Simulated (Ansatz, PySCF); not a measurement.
Pulling on the Mg1–O2 bond in MgO (multiplicity 1 held). Energies count from the point at 1.739 Å.


Restricted levels (R-, RO-) in cc, def2 and unpolarised 6-31G sets keep to the state of the molecule at rest. Unrestricted levels (U-) break spin symmetry where that is lower. Levels need not reach the same state.

Frozen-core correlation. Rows in 6-31G*, STO-3G carry no dispersion term and start afresh at each structure (6-31G* with six Cartesian d functions). MP2/6-31G* freezes PySCF's default core, which is smaller on s-block atoms.

Programs: Ansatz (Gaussian basis) for Hartree–Fock, density functionals and correlated methods; PySCF for 6-31G* rows, STO-3G rows. Each number belongs to the level named beside it.

Energies in kJ/mol.

| R (Å) | R-HF/STO-3G | U-r2SCAN/def2-TZVPPD | R-wB97X-V/def2-TZVPPD | U-wB97X-V/def2-TZVPPD | R-MP2/6-31G* | U-MP2/def2-TZVPPD |
|---|---|---|---|---|---|---|
| 1.392 | 222 | 274 | 264 | 276 | 312 | 317 |
| 1.565 | 29 | 53 | 44 | 55 | 62 | 85 |
| 1.739 | 0 | 0 | 0 | 0 | 0 | 0 |
| 1.913 | 29 | 6 | 30 | -13 | 50 | -20 |
| 2.087 | 75 | 27 | 87 | 9 | 146 | 0 |
| 2.348 | 142 | 82 | 177 | 68 | 285 | 58 |
| 2.609 | 197 | 141 | 251 | 132 | 384 | 122 |
| 3.044 | 249 | 217 | 337 | 217 | 475 | 300 |
| 3.479 | 267 | 260 | 388 | 263 | 538 | 315 |
| 4.001 | 267 | 286 | 423 | 283 | 530 | 316 |
| 4.696 | 267 | 301 | 444 | 289 | 535 | 317 |
| 5.566 | 267 | 309 | 453 | 290 | 536 | 317 |
| 6.958 | 267 | 312 | 455 | 290 | 537 | 317 |

Doubts at one or more of the structures used: a restricted determinant that unrestricted orbitals would lower (R-HF/STO-3G, R-wB97X-V/def2-TZVPPD, R-MP2/6-31G*); a spin-contaminated determinant (U-r2SCAN/def2-TZVPPD, U-wB97X-V/def2-TZVPPD, U-MP2/def2-TZVPPD).

Ansatz is a program for electronic structure.
